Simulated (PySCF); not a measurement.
**Ionisation energy of Sn by level of theory**

Sn [Kr] 4d10 5s2 5p2 (3P) → Sn⁺ [Kr] 4d10 5s2 5p1 (2P), as a difference of total energies. All numbers are calculated (PySCF 2.14, scalar relativity by spin-free X2C-1e, in ANO-RCC-VTZP (7s6p4d2f1g, 68 functions)). Correlated levels: valence and next inner shell: [Ar] 3d10 frozen. The calculations carry no spin-orbit coupling.

```csv
method,ionisation energy (eV),plus first-order spin-orbit estimate,error of that sum (eV)
UHF,6.863,6.805,-0.539
MP2 (valence and next inner shell),7.253,7.195,-0.149
SCS-MP2 (valence and next inner shell),7.150,7.092,-0.252
CCSD (valence and next inner shell),7.227,7.169,-0.175
CCSD(T) (valence and next inner shell),7.249,7.191,-0.153
```

Reference: 7.344 eV (measured; NIST Atomic Spectra Database, ionization energies).

A first-order spin-orbit estimate (lowest level to lowest level, LS coupling) adds -0.058 eV.

Errors of the correlated levels include the incompleteness of this basis and the frozen core.
